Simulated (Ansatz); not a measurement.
Cl2FISi, singlet, geometry from GFN2-xTB (core potentials on I); PBE/def2-SVPD (Ansatz, a quantum-chemistry and plane-wave program).

Input for Ansatz:
Ansatz 0.2 input:
```yaml
crystal:
  periodic: [false, false, false]
  atoms:
    - {symbol: F, position_ang: [-1.05014463, 0.09891407, 1.83216385]}
    - {symbol: Si, position_ang: [-0.88967349, 0.08934144, 0.24068833]}
    - {symbol: Cl, position_ang: [-1.88686311, -1.48806760, -0.44613424]}
    - {symbol: Cl, position_ang: [-1.54877946, 1.84071549, -0.43206714]}
    - {symbol: I, position_ang: [1.51533310, -0.15350983, -0.09301298]}
basis:
  gaussian:
    orbitals: def2-SVPD
hamiltonian:
  xc: pbe
```

Q: Write the output that Ansatz gives for this input, abridged.

A: 
```
Functional definition: PBE
1346 factors; their error is unknown
mean field evaluation 1: about -43714.8349 eV, gradient 3.6e1 eV
mean field evaluation 2: about -43705.9512 eV, gradient 8.4e1 eV
mean field evaluation 4: about -43716.9609 eV, gradient 2.3e0 eV
mean field evaluation 8: about -43716.9741 eV, gradient 1.1e-1 eV
mean field evaluation 16: about -43716.9387 eV, gradient 5.2e-5 eV
mean field -43716.93869431 eV, -1606.5678646105 hartree, gradient 5.2e-5 eV, S^2 0.000000; 0 other end points of the search recorded, 0 dependent functions left out
reference -43716.93875321 eV, -1606.5678667753 hartree; 41, 41 occupied and 95, 95 virtual orbitals, 1346 factors
Total energy: -43716.93875321 eV, -1606.5678667753 hartree
```
